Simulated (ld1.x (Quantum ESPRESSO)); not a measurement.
**Before and after: ultrasoft potential for C (Z = 6)**

| Property | Result |
| --- | --- |
| Element | carbon (C) |
| Generator | ld1.x (Quantum ESPRESSO) 7.5 |
| Type | ultrasoft |
| Functional | PBEsol |
| Relativity | scalar-relativistic |
| Frozen core | [He] |
| Valence charge | 4 |
| Reference configuration | 2s2 2p2 |
| Partial waves | 2s (bound): rcut 1.10, rcutus 1.35 bohr; 2s channel at -0.5 Ry: rcut 1.10, rcutus 1.35 bohr; 2p (bound): rcut 1.90, rcutus 2.15 bohr; 2p channel at 0.3 Ry: rcut 1.90, rcutus 2.15 bohr |
| Local potential | all-electron potential smoothed inside 1.25 bohr (lloc = -1) |
| Core correction | none |
| Augmentation charge | PSQ, inside the norm-conserving radii |

All-electron outer shells of the reference configuration (PBEsol, scalar-relativistic, ld1.x):

```tsv
shell	level (eV)	outermost node (bohr)	outermost maximum (bohr)
1s	-272.04	–	0.18
2s	-13.65	0.38	1.22
2p	-5.23	–	1.20
```

Change: all radii scaled by about 0.84 (s 1.14, p 1.80 bohr, rcut 0.92/1.60); local potential all-electron potential smoothed inside 1.06 bohr (lloc = -1).

Cutoffs: the cutoffs (Ry, on a coarse ladder) from which the occupation-weighted sum of valence levels, in a spherical-Bessel basis at the reference potential, stays within 10 and 1 mRy of its value at 400 Ry; they do not see the model core or the augmentation charge, which bear on the density cutoff. Errors are all-electron minus pseudo energies relative to the spin-unpolarised reference configuration.

How do hardness, ghosts and transferability respond?

The potential gets harder (15 Ry and 18 Ry → 21 Ry and 30 Ry); of the 7 tests that both files solve, the error grows in 1 and shrinks in 5 by more than 15 % and 0.3 meV (median size 25.9 → 1.5 meV); neither file shows a bound ghost. A smaller radius makes the pseudo-wave follow the all-electron one further in, where it bends more sharply, so more plane waves are needed.

| quantity | base | changed |
| --- | --- | --- |
| cutoff, loose | 15 Ry | 21 Ry |
| cutoff, tight | 18 Ry | 30 Ry |
| loose cutoff by channel (10 mRy a level) | s 8 Ry, p 12 Ry | s 8 Ry, p 18 Ry |
| bound ghosts | none | none |
| error for 2s2 2p1, meV [ΔE 10.79 eV] | +105 | -1.5 |
| error for 2s2 2p0, meV [ΔE 34.81 eV] | +32 | +17 |
| error for 2s1 2p0, meV [ΔE 82.77 eV] | +143 | +98 |
| error for 2s0 2p4, meV [ΔE 16.87 eV] | +5.7 | +6.6 |
| error for 2s1 2p3, meV [ΔE 8.43 eV] | +1.1 | +1.3 |
| error for 2s2 2p1.5, meV [ΔE 3.93 eV] | +26 | -0.6 |
| error for 2s2 2p2.3, meV [ΔE -1.14 eV] | +4.6 | -0.1 |
| lowest overlap eigenvalue by channel | s 0.55, p 1.00 | s 0.53, p 0.93 |
